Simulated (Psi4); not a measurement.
HAlI₂ (SMILES [I][AlH][I]), singlet, at a GFN2-xTB geometry (such geometries of metal compounds can be far from the true shape) (core potentials on I); B3LYP/def2-SVPD (Psi4).

Psi4 was given this input:
```
memory 2 GB

molecule {
0 1
  Al   -0.73055061   -0.41785937   -0.45535951
  H    -1.89057165   -1.08136667   -1.17841222
  I    -0.44579409    2.04028127   -0.86134651
  I     0.66065692   -1.91738432    0.99527266
}

set basis def2-svpd

energy('b3lyp')
print_variables()
```

Output, abridged:

```
   => Loading Basis Set <=

    Name: DEF2-SVPD
    Role: ORBITAL
    Keyword: BASIS

    !!!  WARNING: ECP capability is in beta. Please check occupations closely.  !!!

         ---------------------------------------------------------
                                   SCF
               by Justin Turney, Rob Parrish, Andy Simmonett
                          and Daniel G. A. Smith
                              RKS Reference
         ---------------------------------------------------------

  ==> Geometry <==

    Molecular point group: c1
    Full point group: C1

    Geometry (in Angstrom), charge = 0, multiplicity = 1:

       Center              X                  Y                   Z               Mass
    ------------   -----------------  -----------------  -----------------  -----------------
         AL          -0.750601507960    -0.429328052964    -0.467857434046    26.981538530000
         H           -1.910622547960    -1.092835352964    -1.190910144046     1.007825032230
         I           -0.465844987960     2.028812587036    -0.873844434046   126.904471900000
         I            0.640606022040    -1.928853002964     0.982774735954   126.904471900000

  Running in c1 symmetry.

  Rotational constants: A =      0.47197  B =      0.01307  C =      0.01271 [cm^-1]
  Rotational constants: A =  14149.27263  B =    391.68705  C =    381.13625 [MHz]
  Nuclear repulsion =  222.696964809193588

  Charge       = 0
  Multiplicity = 1
  Electrons    = 64
  Nalpha       = 32
  Nbeta        = 32

  ==> Algorithm <==

  SCF Algorithm Type is DF.
  DIIS enabled.
  MOM disabled.
  Fractional occupation disabled.
  Guess Type is SAD.
  Energy threshold   = 1.00e-06
  Density threshold  = 1.00e-06
  Integral threshold = 1.00e-12

  ==> Primary Basis <==

  Basis Set: DEF2-SVPD
    Blend: DEF2-SVPD
    Number of shells: 40
    Number of basis functions: 102
    Number of Cartesian functions: 110
    Spherical Harmonics?: true
    Max angular momentum: 2

  Core potential: DEF2-SVPD
    Number of shells: 8
    Number of ECP primitives: 58
    Number of ECP core electrons: 56
    Max angular momentum: 3

  ==> DFT Potential <==

   => LibXC <=

    Version 7.1.2
    S. Lehtola, C. Steigemann, M. J. T. Oliveira, and M. A. L. Marques,  SoftwareX 7, 1–5 (2018) (10.1016/j.softx.2017.11.002)

   => Composite Functional: B3LYP <=

    B3LYP Hyb-GGA Exchange-Correlation Functional

    P. J. Stephens, F. J. Devlin, C. F. Chabalowski, and M. J. Frisch,  J. Phys. Chem. 98, 11623 (1994) (10.1021/j100096a001)

    Deriv               =              1
    GGA                 =           TRUE
    Meta                =          FALSE

    Exchange Hybrid     =           TRUE
    MP2 Hybrid          =          FALSE

   => Exchange Functionals <=

    0.0800   Slater exchange
    0.7200         Becke 88

   => Exact (HF) Exchange <=

    0.2000               HF

   => Correlation Functionals <=

    0.1900   Vosko, Wilk & Nusair (VWN5_RPA)
    0.8100   Lee, Yang & Parr

   => LibXC Density Thresholds  <==

    XC_HYB_GGA_XC_B3LYP:  1.00E-15

   => Molecular Quadrature <=

    Radial Scheme          =       TREUTLER
    Pruning Scheme         =           NONE
    Nuclear Scheme         =       TREUTLER

    Blocking Scheme        =         OCTREE
    BS radius alpha        =              1
    Pruning alpha          =              1
    Radial Points          =             75
    Spherical Points       =            302
    Total Points           =          87436
    Total Blocks           =            768
    Max Points             =            256
    Max Functions          =             99
    Weights Tolerance      =       1.00E-15

   => Loading Basis Set <=

    Name: (DEF2-SVPD AUX)
    Role: JKFIT
    Keyword: DF_BASIS_SCF

  ==> Integral Setup <==

  SCF_SUBTYPE=INCORE selected. In-core MEM_DF algorithm will be used.
  Using in-core AOs.

  ==> MemDFJK: Density-Fitted J/K Matrices <==

    J tasked:                   Yes
    K tasked:                   Yes
    wK tasked:                   No
    Algorithm:                 Core
    Schwarz Cutoff:           1E-12
    Mask sparsity (%):       2.4606
    Fitting Condition:        1E-10

   => Auxiliary Basis Set <=

  Basis Set: (DEF2-SVPD AUX)
    Blend: DEF2-UNIVERSAL-JKFIT
    Number of shells: 136
    Number of basis functions: 582
    Number of Cartesian functions: 793
    Spherical Harmonics?: true
    Max angular momentum: 5

  Minimum eigenvalue in the overlap matrix is 2.2583252667E-03.
  Reciprocal condition number of the overlap matrix is 3.6640889277E-04.
    Using symmetric orthogonalization.

  ==> Pre-Iterations <==

  SCF Guess: Superposition of Atomic Densities via on-the-fly atomic UHF (no occupation information).

   -------------------------
    Irrep   Nso     Nmo
   -------------------------
     A        102     102
   -------------------------
    Total     102     102
   -------------------------

  ==> Iterations <==

                           Total Energy        Delta E     RMS |[F,P]|

   @DF-RKS iter SAD:  -834.35150683891277   -8.34352e+02   0.00000e+00
   @DF-RKS iter   1:  -837.81463966403908   -3.46313e+00   1.14169e-02 ADIIS/DIIS
   @DF-RKS iter   2:  -837.15818067865052    6.56459e-01   1.49064e-02 ADIIS/DIIS
   @DF-RKS iter   3:  -838.60355369000274   -1.44537e+00   2.75488e-03 ADIIS/DIIS
   @DF-RKS iter   4:  -838.65942638243428   -5.58727e-02   1.41012e-03 ADIIS/DIIS
   @DF-RKS iter   5:  -838.67609977265533   -1.66734e-02   1.77063e-04 ADIIS/DIIS
   @DF-RKS iter   6:  -838.67638306856645   -2.83296e-04   5.18286e-05 DIIS
   @DF-RKS iter   7:  -838.67640561467113   -2.25461e-05   8.98156e-06 DIIS
   @DF-RKS iter   8:  -838.67640631278346   -6.98112e-07   9.12858e-07 DIIS
  Energy and wave function converged.

  ==> Post-Iterations <==

   Electrons on quadrature grid:
      Ntotal   =   64.0000206703 ; deviation = 2.067e-05

    Orbital Energies [Eh]
    ---------------------

    Doubly Occupied:

       1A    -56.107110     2A     -6.851920     3A     -6.851913
       4A     -4.874372     5A     -4.874366     6A     -4.867087
       7A     -4.867080     8A     -4.865550     9A     -4.865544
      10A     -4.204574    11A     -2.763612    12A     -2.759426
      13A     -2.756724    14A     -1.922957    15A     -1.922948
      16A     -1.920780    17A     -1.920771    18A     -1.919480
      19A     -1.919473    20A     -1.913066    21A     -1.913059
      22A     -1.913041    23A     -1.913035    24A     -0.709007
      25A     -0.701643    26A     -0.435928    27A     -0.341846
      28A     -0.339949    29A     -0.298479    30A     -0.285774
      31A     -0.284158    32A     -0.280268

    Virtual:

      33A     -0.080306    34A     -0.068337    35A     -0.002007
      36A     -0.000081    37A      0.027950    38A      0.029799
      39A      0.032119    40A      0.039957    41A      0.044874
      42A      0.045821    43A      0.048473    44A      0.049623
      45A      0.075218    46A      0.081067    47A      0.088268
      48A      0.095729    49A      0.109825    50A      0.132834
      51A      0.140848    52A      0.155531    53A      0.161372
      54A      0.169800    55A      0.175345    56A      0.190544
      57A      0.194039    58A      0.210530    59A      0.210649
      60A      0.227127    61A      0.238616    62A      0.283795
      63A      0.314179    64A      0.343731    65A      0.354815
      66A      0.379494    67A      0.440202    68A      0.463977
      69A      0.481186    70A      0.499820    71A      0.503765
      72A      0.550931    73A      0.556201    74A      0.565138
      75A      0.569931    76A      0.599296    77A      0.602692
      78A      0.604594    79A      0.609371    80A      0.610937
      81A      0.613746    82A      0.618629    83A      0.643712
      84A      0.670795    85A      0.683681    86A      0.705620
      87A      0.714924    88A      0.758956    89A      0.894975
      90A      0.912308    91A      0.998932    92A      1.708951
      93A      1.745321    94A      2.104801    95A     18.836475
      96A     18.853805    97A     18.887593    98A     19.137820
      99A     19.339127   100A     19.366248   101A     56.195922
     102A     56.196842

    Final Occupation by Irrep:
              A
    DOCC [    32 ]
    NA   [    32 ]
    NB   [    32 ]

  @DF-RKS Final Energy:  -838.67640631278346

   => Energetics <=

    Nuclear Repulsion Energy =            222.6969648091935881
    One-Electron Energy =               -1817.6100277740592901
    Two-Electron Energy =                 807.7793351155679602
    DFT Exchange-Correlation Energy =     -51.5426784634857427
    Empirical Dispersion Energy =           0.0000000000000000
    VV10 Nonlocal Energy =                  0.0000000000000000
    Total Energy =                       -838.6764063127834561

Computation Completed

Properties will be evaluated at   0.000000,   0.000000,   0.000000 [a0]

Properties computed using the SCF density matrix

 Multipole Moments:

 ------------------------------------------------------------------------------------
     Multipole            Electronic (a.u.)      Nuclear  (a.u.)        Total (a.u.)
 ------------------------------------------------------------------------------------

 L = 1.  Multiply by 2.5417464519 to convert [e a0] to [Debye]
 Dipole X            :         13.6545517          -13.7938977           -0.1393460
 Dipole Y            :          7.8101709           -7.8898153           -0.0796444
 Dipole Z            :          8.5110121           -8.5978745           -0.0868624
 Magnitude           :                                                    0.1824982

 ------------------------------------------------------------------------------------

  Variable Map:
  ----------------------------------------------------------------------------
  "CURRENT ENERGY"              =>    -838.676406312783
  "CURRENT REFERENCE ENERGY"    =>    -838.676406312783
  "DD SOLVATION ENERGY"         =>       0.000000000000
  "DFT FUNCTIONAL TOTAL ENERGY" =>    -838.676406312783
  "DFT TOTAL ENERGY"            =>    -838.676406312783
  "DFT VV10 ENERGY"             =>       0.000000000000
  "DFT XC ENERGY"               =>     -51.542678463486
  "GRID ELECTRONS ALPHA"        =>      32.000010335174
  "GRID ELECTRONS BETA"         =>      32.000010335174
  "GRID ELECTRONS TOTAL"        =>      64.000020670347
  "NUCLEAR REPULSION ENERGY"    =>     222.696964809194
  "ONE-ELECTRON ENERGY"         =>   -1817.610027774059
  "PCM POLARIZATION ENERGY"     =>       0.000000000000
  "PE ENERGY"                   =>       0.000000000000
  "SCF ITERATION ENERGY"        =>    -838.676406312783
  "SCF ITERATIONS"              =>       8.000000000000
  "SCF TOTAL ENERGY"            =>    -838.676406312783
  "TWO-ELECTRON ENERGY"         =>     807.779335115568
  "XC GRID RADIAL POINTS"       =>      75.000000000000
  "XC GRID SPHERICAL POINTS"    =>     302.000000000000
  "XC GRID TOTAL POINTS"        =>   87436.000000000000

  Array Variable Map:
  ----------------------------------------------------------------------------
  "CURRENT DIPOLE"              =>      -0.139345983759 ... -0.086862406441 1 by 3
  "SCF DIPOLE"                  =>      -0.139345983759 ... -0.086862406441 1 by 3
  "SCF TOTAL ENERGIES"          =>    -834.351506838913 ... -838.676406312783 1 by 9
```
